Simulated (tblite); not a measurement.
A geometry optimisation, step by step.

Compound: C7H12BN.
Bonds: B1–C2, C2–C3 (aromatic), C3–C4 (aromatic), C4–C5 (aromatic), C5–N6 (aromatic), N6–C7, C7–C8, C7–C9, C2–N6 (aromatic). Hydrogens: H10, H11 on B1; H12 on C3; H13 on C4; H14 on C5; H15 on C7; H16, H17, H18 on C8; H19, H20, H21 on C9.

Computed with GFN2-xTB (tblite), gas phase: L-BFGS steps from a force-field or distance-geometry start until the largest atomic force falls under 0.01 eV/Å. 8 of its 138 geometries are shown.

Step 0: E = -686.8859 eV, largest atomic force 2.368 eV/Å
```
atom  x, y, z in Å  |  force x, y, z in eV/Å
B1      1.306    2.162   -0.047    0.618  -0.619   1.535
C2      1.333    0.611   -0.049    0.043   1.829  -0.449
C3      2.479   -0.136   -0.315    0.085   0.609  -0.505
C4      2.132   -1.462   -0.228   -0.406  -0.916   0.456
C5      0.791   -1.500    0.128    0.398  -0.725  -0.216
N6      0.303   -0.239    0.228    0.615  -0.834   0.006
C7     -1.059    0.087    0.570    0.468  -0.175   1.112
C8     -1.866   -1.187    0.678   -0.257  -0.855   1.005
C9     -1.743    0.981   -0.397   -1.607   1.570  -0.747
H10     0.892    2.699    0.944   -0.367  -0.054  -0.773
H11     2.146    2.716   -0.637   -0.149   0.096  -0.277
H12     3.461    0.237   -0.573   -0.351   0.095   0.089
H13     2.801   -2.301   -0.371   -0.335   0.113   0.089
H14     0.213   -2.401    0.276    0.127   0.340  -0.023
H15    -1.091    0.577    1.589    0.370  -0.287  -0.720
H16    -2.911   -0.914    0.892    0.332  -0.274  -0.290
H17    -1.485   -1.712    1.585   -0.426  -0.100  -0.749
H18    -1.792   -1.845   -0.221   -0.203   0.690   0.768
H19    -1.102    1.722   -0.903   -0.171  -0.352   0.398
H20    -2.264    0.387   -1.166    0.329   0.278   0.108
H21    -2.554    1.536    0.172    0.885  -0.430  -0.816
```

Step 20: E = -687.4805 eV, largest atomic force 0.129 eV/Å
```
atom  x, y, z in Å  |  force x, y, z in eV/Å
B1      1.297    2.129    0.093    0.043  -0.091  -0.015
C2      1.311    0.625   -0.090   -0.035  -0.084   0.091
C3      2.446   -0.121   -0.418    0.038  -0.011   0.004
C4      2.150   -1.472   -0.274   -0.005   0.003  -0.024
C5      0.825   -1.545    0.102   -0.030   0.029  -0.056
N6      0.323   -0.300    0.210   -0.018  -0.005   0.096
C7     -1.028    0.057    0.609    0.075   0.026  -0.039
C8     -1.918   -1.169    0.807    0.057   0.087  -0.011
C9     -1.664    0.979   -0.436    0.023  -0.036   0.018
H10     0.475    2.693    0.708   -0.022   0.013   0.030
H11     2.191    2.733   -0.357    0.012   0.043   0.022
H12     3.387    0.299   -0.711    0.041   0.006   0.014
H13     2.814   -2.303   -0.406   -0.010  -0.017  -0.070
H14     0.237   -2.428    0.267    0.025   0.057   0.030
H15    -0.950    0.608    1.558   -0.015  -0.030  -0.041
H16    -2.925   -0.836    1.040   -0.024   0.002   0.049
H17    -1.567   -1.800    1.618    0.023  -0.003   0.038
H18    -1.959   -1.751   -0.110   -0.016  -0.032  -0.001
H19    -0.936    1.704   -0.780   -0.052   0.044  -0.061
H20    -2.020    0.406   -1.288    0.002  -0.021  -0.032
H21    -2.499    1.507    0.012   -0.113   0.019  -0.042
```

Step 39: E = -687.5549 eV, largest atomic force 0.219 eV/Å
```
atom  x, y, z in Å  |  force x, y, z in eV/Å
B1      1.327    2.125    0.269    0.028  -0.156  -0.068
C2      1.367    0.631    0.026   -0.027  -0.135  -0.020
C3      2.455   -0.131   -0.413    0.058  -0.101   0.164
C4      2.085   -1.473   -0.424    0.005   0.004  -0.011
C5      0.767   -1.527   -0.014    0.043   0.084   0.023
N6      0.343   -0.277    0.256   -0.075  -0.021  -0.113
C7     -1.012    0.113    0.591   -0.027   0.029   0.016
C8     -1.884   -1.083    0.959    0.042   0.044   0.020
C9     -1.660    0.859   -0.581    0.018  -0.033  -0.020
H10     0.386    2.651    0.715   -0.056   0.099   0.112
H11     2.262    2.771    0.001    0.073  -0.001  -0.019
H12     3.431    0.257   -0.638   -0.067   0.026  -0.063
H13     2.689   -2.317   -0.702   -0.013   0.058   0.023
H14     0.150   -2.397    0.134    0.085   0.168  -0.112
H15    -0.945    0.808    1.436   -0.036  -0.058   0.076
H16    -2.848   -0.722    1.315    0.038  -0.064  -0.035
H17    -1.431   -1.686    1.744   -0.011   0.031  -0.016
H18    -2.043   -1.697    0.072   -0.071  -0.030   0.140
H19    -1.044    1.709   -0.859   -0.123   0.048  -0.016
H20    -1.748    0.206   -1.447   -0.024  -0.017   0.028
H21    -2.655    1.195   -0.286    0.140   0.022  -0.110
```

Step 59: E = -687.6026 eV, largest atomic force 0.058 eV/Å
```
atom  x, y, z in Å  |  force x, y, z in eV/Å
B1      1.401    2.111    0.419   -0.008   0.022  -0.001
C2      1.383    0.633    0.105    0.035   0.006  -0.026
C3      2.464   -0.130   -0.349    0.009  -0.017   0.012
C4      2.044   -1.447   -0.507    0.018   0.013  -0.034
C5      0.708   -1.474   -0.165    0.038  -0.030   0.007
N6      0.319   -0.245    0.215    0.023  -0.002   0.002
C7     -1.036    0.146    0.538   -0.024   0.010  -0.027
C8     -1.848   -1.018    1.100   -0.017  -0.017   0.009
C9     -1.699    0.733   -0.710   -0.040   0.028  -0.031
H10     0.483    2.678    0.878   -0.022  -0.007  -0.001
H11     2.378    2.714    0.190    0.002  -0.013   0.024
H12     3.450    0.254   -0.535   -0.025  -0.014   0.021
H13     2.629   -2.285   -0.836   -0.011   0.017   0.007
H14     0.038   -2.311   -0.171   -0.005  -0.011  -0.008
H15    -0.976    0.928    1.301    0.033   0.006   0.025
H16    -2.775   -0.641    1.525    0.008   0.003  -0.010
H17    -1.294   -1.529    1.885    0.003   0.008   0.007
H18    -2.102   -1.736    0.323    0.003   0.017   0.000
H19    -1.204    1.661   -0.988    0.000  -0.011  -0.024
H20    -1.623    0.039   -1.546   -0.018  -0.018   0.046
H21    -2.749    0.938   -0.519   -0.003   0.010   0.002
```

Step 78: E = -687.6162 eV, largest atomic force 0.058 eV/Å
```
atom  x, y, z in Å  |  force x, y, z in eV/Å
B1      1.447    2.088    0.549   -0.003   0.019   0.014
C2      1.414    0.628    0.155   -0.008   0.000   0.005
C3      2.494   -0.143   -0.287   -0.025   0.009  -0.007
C4      2.037   -1.425   -0.574    0.023   0.032  -0.010
C5      0.682   -1.426   -0.313    0.036  -0.010  -0.009
N6      0.314   -0.213    0.136    0.014  -0.010  -0.005
C7     -1.036    0.178    0.474   -0.015   0.003  -0.017
C8     -1.794   -0.942    1.186   -0.024  -0.016  -0.006
C9     -1.785    0.624   -0.785   -0.022  -0.007  -0.037
H10     0.502    2.667    0.937    0.018  -0.018  -0.020
H11     2.458    2.671    0.456   -0.009  -0.038   0.007
H12     3.501    0.220   -0.382   -0.026  -0.039   0.004
H13     2.610   -2.260   -0.930    0.001   0.021  -0.005
H14    -0.014   -2.235   -0.434   -0.018   0.036   0.038
H15    -0.954    1.031    1.151    0.002   0.025   0.052
H16    -2.705   -0.539    1.623   -0.001   0.000   0.000
H17    -1.194   -1.373    1.984    0.020   0.009  -0.029
H18    -2.077   -1.727    0.488    0.026  -0.013   0.027
H19    -1.307    1.498   -1.221   -0.002  -0.024   0.019
H20    -1.787   -0.174   -1.525   -0.011   0.002   0.008
H21    -2.814    0.870   -0.535    0.025   0.021  -0.028
```

Step 98: E = -687.6229 eV, largest atomic force 0.026 eV/Å
```
atom  x, y, z in Å  |  force x, y, z in eV/Å
B1      1.492    2.060    0.682    0.000  -0.003   0.006
C2      1.422    0.627    0.206   -0.004  -0.009   0.012
C3      2.496   -0.153   -0.235   -0.001   0.004  -0.007
C4      2.011   -1.391   -0.645   -0.005  -0.003   0.005
C5      0.647   -1.361   -0.445    0.000   0.004  -0.005
N6      0.298   -0.168    0.069   -0.001   0.001  -0.008
C7     -1.056    0.212    0.411   -0.001   0.010   0.001
C8     -1.726   -0.869    1.260    0.003   0.005  -0.003
C9     -1.861    0.507   -0.856    0.005   0.005   0.001
H10     0.547    2.680    0.993    0.002  -0.007   0.004
H11     2.542    2.576    0.724   -0.002  -0.001   0.002
H12     3.518    0.171   -0.246    0.012  -0.005  -0.022
H13     2.572   -2.216   -1.039    0.008   0.008   0.000
H14    -0.076   -2.128   -0.645    0.003   0.007   0.008
H15    -0.982    1.127    1.004   -0.002   0.001   0.000
H16    -2.636   -0.478    1.706   -0.001  -0.006  -0.012
H17    -1.057   -1.187    2.057   -0.015   0.008   0.015
H18    -1.987   -1.737    0.658   -0.001  -0.002   0.004
H19    -1.379    1.296   -1.430    0.008   0.001  -0.001
H20    -1.930   -0.381   -1.481   -0.006  -0.002   0.000
H21    -2.865    0.831   -0.595    0.000  -0.015   0.001
```

Step 117: E = -687.6268 eV, largest atomic force 0.029 eV/Å
```
atom  x, y, z in Å  |  force x, y, z in eV/Å
B1      1.523    2.032    0.768   -0.013  -0.008   0.003
C2      1.428    0.627    0.218   -0.005  -0.016   0.012
C3      2.493   -0.147   -0.255   -0.007  -0.001  -0.004
C4      1.997   -1.367   -0.702    0.002   0.000   0.006
C5      0.635   -1.333   -0.495    0.001   0.002  -0.002
N6      0.296   -0.152    0.054    0.001   0.006  -0.002
C7     -1.060    0.226    0.388   -0.005   0.002  -0.004
C8     -1.713   -0.815    1.298    0.001  -0.001   0.013
C9     -1.879    0.437   -0.887    0.000   0.004  -0.001
H10     0.591    2.660    1.102   -0.009  -0.021   0.005
H11     2.585    2.517    0.859    0.001   0.000  -0.016
H12     3.518    0.170   -0.268    0.005  -0.006   0.001
H13     2.551   -2.184   -1.123    0.004   0.008   0.000
H14    -0.097   -2.088   -0.711    0.007  -0.001  -0.004
H15    -0.996    1.174    0.929   -0.005   0.001   0.002
H16    -2.671   -0.442    1.651    0.006   0.001   0.013
H17    -1.078   -1.016    2.158   -0.008   0.005  -0.002
H18    -1.888   -1.750    0.770    0.021   0.019  -0.005
H19    -1.411    1.195   -1.511   -0.010  -0.013  -0.003
H20    -1.948   -0.488   -1.455    0.003   0.015  -0.004
H21    -2.885    0.764   -0.634    0.009   0.005  -0.007
```

Step 137: E = -687.6292 eV, largest atomic force 0.008 eV/Å
```
atom  x, y, z in Å  |  force x, y, z in eV/Å
B1      1.534    1.989    0.860    0.000   0.000   0.001
C2      1.431    0.614    0.240   -0.002   0.004  -0.005
C3      2.494   -0.158   -0.242    0.003   0.006  -0.003
C4      1.988   -1.348   -0.752    0.001  -0.004  -0.001
C5      0.621   -1.297   -0.577   -0.003  -0.001   0.003
N6      0.290   -0.134    0.013   -0.004   0.000   0.003
C7     -1.064    0.248    0.348   -0.003  -0.002   0.000
C8     -1.673   -0.744    1.341    0.002   0.003   0.000
C9     -1.916    0.365   -0.917    0.000   0.000  -0.005
H10     0.604    2.597    1.232    0.000  -0.003   0.002
H11     2.597    2.468    0.966   -0.001  -0.005   0.001
H12     3.525    0.137   -0.216    0.001   0.004   0.001
H13     2.538   -2.154   -1.198    0.004  -0.007  -0.001
H14    -0.117   -2.030   -0.843    0.000   0.004   0.001
H15    -1.006    1.230    0.824   -0.003   0.000  -0.001
H16    -2.659   -0.406    1.646    0.000   0.002   0.000
H17    -1.044   -0.823    2.224    0.002  -0.005   0.001
H18    -1.770   -1.731    0.895    0.000   0.003   0.002
H19    -1.452    1.056   -1.618    0.000   0.004  -0.003
H20    -2.023   -0.601   -1.405   -0.001   0.000   0.004
H21    -2.906    0.737   -0.667    0.004  -0.003   0.000
```

**Question.** Summarise the path.

**Answer.** The energy falls by 0.7433 eV from step 0 to step 137; nine tenths of that is first reached at step 39. It falls at every step. The largest force goes from 2.368 to 0.008 eV/Å. Among the bonds C9–H21 changes most, from 1.136 to 1.087 Å; the atoms move by 0.899 Å rms after alignment.

**Question.** Follow the three bonds and two angles with the largest change from start to end.

**Answer.** 
| step | E above end (eV) | largest force (eV/Å) | C9–H21 (Å) | C7–C9 (Å) | C7–H15 (Å) | C2–B1–H10 (°) | C7–C9–H19 (°) |
| --- | --- | --- | --- | --- | --- | --- | --- |
| 0 | 0.7433 | 2.368 | 1.136 | 1.483 | 1.132 | 117.0 | 115.8 |
| 6 | 0.3015 | 0.282 | 1.093 | 1.531 | 1.096 | 122.5 | 112.8 |
| 12 | 0.2262 | 0.263 | 1.086 | 1.540 | 1.101 | 123.8 | 110.3 |
| 18 | 0.1545 | 0.116 | 1.086 | 1.531 | 1.099 | 123.3 | 110.0 |
| 24 | 0.1390 | 0.121 | 1.089 | 1.532 | 1.099 | 123.0 | 110.8 |
| 30 | 0.1210 | 0.192 | 1.087 | 1.537 | 1.099 | 122.3 | 111.5 |
| 36 | 0.0946 | 0.164 | 1.088 | 1.536 | 1.099 | 122.8 | 110.3 |
| 42 | 0.0533 | 0.198 | 1.084 | 1.528 | 1.094 | 122.0 | 110.3 |
| 48 | 0.0357 | 0.080 | 1.086 | 1.531 | 1.096 | 122.3 | 110.6 |
| 54 | 0.0294 | 0.082 | 1.087 | 1.533 | 1.096 | 122.6 | 110.1 |
| 60 | 0.0260 | 0.052 | 1.087 | 1.531 | 1.094 | 123.1 | 109.8 |
| 66 | 0.0227 | 0.052 | 1.087 | 1.532 | 1.095 | 123.2 | 109.9 |
| 71 | 0.0195 | 0.087 | 1.087 | 1.533 | 1.096 | 123.3 | 110.4 |
| 77 | 0.0138 | 0.090 | 1.088 | 1.531 | 1.093 | 123.0 | 110.4 |
| 83 | 0.0103 | 0.046 | 1.087 | 1.531 | 1.094 | 122.4 | 110.4 |
| 89 | 0.0077 | 0.050 | 1.087 | 1.531 | 1.094 | 122.9 | 109.9 |
| 95 | 0.0066 | 0.023 | 1.087 | 1.530 | 1.093 | 123.1 | 110.2 |
| 101 | 0.0060 | 0.021 | 1.087 | 1.530 | 1.093 | 123.2 | 109.9 |
| 107 | 0.0049 | 0.040 | 1.087 | 1.531 | 1.093 | 123.2 | 110.1 |
| 113 | 0.0032 | 0.036 | 1.086 | 1.530 | 1.093 | 123.5 | 110.3 |
| 119 | 0.0022 | 0.026 | 1.087 | 1.530 | 1.093 | 123.3 | 110.1 |
| 125 | 0.0012 | 0.025 | 1.087 | 1.530 | 1.093 | 123.1 | 110.2 |
| 131 | 0.0004 | 0.024 | 1.087 | 1.530 | 1.093 | 123.3 | 110.3 |
| 137 | 0.0000 | 0.008 | 1.087 | 1.530 | 1.093 | 123.2 | 110.1 |

The cost below is that of the whole relaxation. The run took 2.0 s of wall time on an AMD EPYC 7R43 with one thread, shared host with 256 logical CPUs at a one-minute load of 128.
